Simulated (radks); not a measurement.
All-electron atom: H- in [He]. Calculated with a radial shooting solver on a logarithmic mesh with Libxc functionals: scalar-relativistic Kohn-Sham, PBE, spin-unpolarised, spherical densities, point nucleus; Watson sphere of charge +1 and radius 2.4 bohr.

X-ray form factor f0, the Fourier transform of the density (f0(0) = 2):

| sin(theta)/lambda (1/angstrom) | f0 (electrons) |
|---|---|
| 0.05 | 1.829 |
| 0.1 | 1.430 |
| 0.15 | 1.007 |
| 0.2 | 0.674 |
| 0.25 | 0.447 |
| 0.3 | 0.303 |
| 0.4 | 0.152 |
| 0.5 | 0.084 |
| 0.6 | 0.049 |
| 0.8 | 0.019 |
| 1 | 0.009 |
| 1.25 | 0.004 |
| 1.5 | 0.002 |
| 2 | 0.001 |
